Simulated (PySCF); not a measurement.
Compound: F2GeH3P.
SMILES: `F[P](F)[GeH3]`

The calculation used PBE0-D3(BJ)/def2-SVP geometry optimisation, gas phase in PySCF 2.14.0.

Masses are those of the commonest isotopes; rigid-rotor values at the optimised geometry. 

(1) What are A, B and C (MHz)?

(2) What kind of rotor is it?

(3) What does the inertial defect say?

(4) Where do the levels up to J = 2 lie, in MHz?

(5) Predict some low-J microwave lines.

(6) Estimate the classical rotational partition function at 10 K, 50 K and 200 K.

Answers

(1) Ia = 80.28, Ib = 255.03, Ic = 296.38 u·Å²; 505379 MHz·u·Å²/I gives A = 6295, B = 1982, C = 1705 MHz.

(2) An asymmetric top: κ = (2 × 1982 − 6295 − 1705)/(6295 − 1705) = -0.88.

(3) Not planar: Δ = Ic − Ia − Ib = -38.93 u·Å². For a rigid frame Δ = −2 Σ m c², so Σ m c² = 19.47 u·Å² lies off the ab plane: 3.07 from hydrogen and 16.39 from heavier atoms. The atom farthest from that plane is 1.57 Å away.

(4) Above 0(0,0):
J = 1: 1(0,1) 3687, 1(1,1) 8001, 1(1,0) 8277
J = 2: 2(0,2) 11048, 2(1,2) 15098, 2(1,1) 15927, 2(2,1) 28869, 2(2,0) 28881
Those of J = 1 are B + C, A + C and A + B.

(5) The dipole components are |μa| = 1.41 D, |μb| = 0.00 D, |μc| = 0.92 D; the mirror of this Cs structure is the ac plane, so μb vanishes by symmetry (the 0.01 D computed is a residue) and there are no b-type lines. The squared components, which scale the intensities, stand as 1.00 : 0.43 (a : c). Some lines, for components of 0.1 D or more:

```
type  branch         J(Ka,Kc)    MHz  lower level (cm⁻¹)
   a       Q  5(2,3) ← 5(2,4)    440               2.437
   a       Q  3(1,2) ← 3(1,3)   1658               0.858
   a       Q  4(1,3) ← 4(1,4)   2762               1.331
   c       Q  3(1,3) ← 3(0,3)   3679               0.736
   c       Q  5(2,4) ← 5(1,4)  11340               2.059
   c       Q  3(2,2) ← 3(1,2)  12535               0.914
   a       R  4(3,2) ← 3(3,1)  14772               2.075
   a       R  4(2,2) ← 3(2,1)  14864               1.334
   a       R  5(2,3) ← 4(2,2)  18655               1.830
   a       R  5(1,4) ← 4(1,3)  19065               1.423
   c       R  2(2,0) ← 1(1,0)  20604               0.276
   c       Q  4(3,2) ← 4(2,2)  22112               1.830
   c       Q  3(3,1) ← 3(2,1)  22204               1.334
   c       R  4(2,2) ← 3(1,2)  27463               0.914
   c       R  3(3,1) ← 2(2,1)  33328               0.963
   c       R  4(3,2) ← 3(2,2)  37040               1.332
   c       R  5(3,3) ← 4(2,3)  40777               1.823
   c       R  4(4,0) ← 3(3,0)  45913               2.075
   c       R  5(4,2) ← 4(3,2)  49604               2.567
   c       R  5(5,0) ← 4(4,0)  58504               3.606
```

(6) Point group Cs, symmetry number σ = 1; q = (√π/σ)·√((kT/h)³/(ABC)), k/h = 20836.6 MHz/K: 1160 at 10 K, 12900 at 50 K, 103000 at 200 K.

Not checked by PBE0-D3(BJ)/def2-SVP frequencies. Constants of a rigid frame at the computed geometry: no zero-point averaging, no centrifugal distortion. A rigid rotor knows nothing of internal rotation, which can split or shift real lines.

Hardware: Arm Neoverse V2, one thread, no GPU, shared host with 32 logical CPUs at a one-minute load of 15. Cost: 17 s wall, 0.39 GiB resident at most. That covers the optimisation of the geometry.
